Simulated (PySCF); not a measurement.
**Radial density of K⁺ (potassium, charge +1)**

B3LYP, [Ar], closed-shell 1S. Calculation: PySCF 2.14, in def2-SVP; the non-relativistic Hamiltonian (point nucleus).

```tsv
r (bohr)	4πr²ρ (e/bohr)
0.00152	0.1216
0.00255	0.3358
0.00429	0.8956
0.00722	2.255
0.0121	5.309
0.0204	10.96
0.0344	18.45
0.0578	22.16
0.0972	17.68
0.164	16.98
0.275	22.91
0.463	12.36
0.778	5.234
1.31	6.240
2.20	1.577
3.70	0.05831
6.23	3.859e-05
```
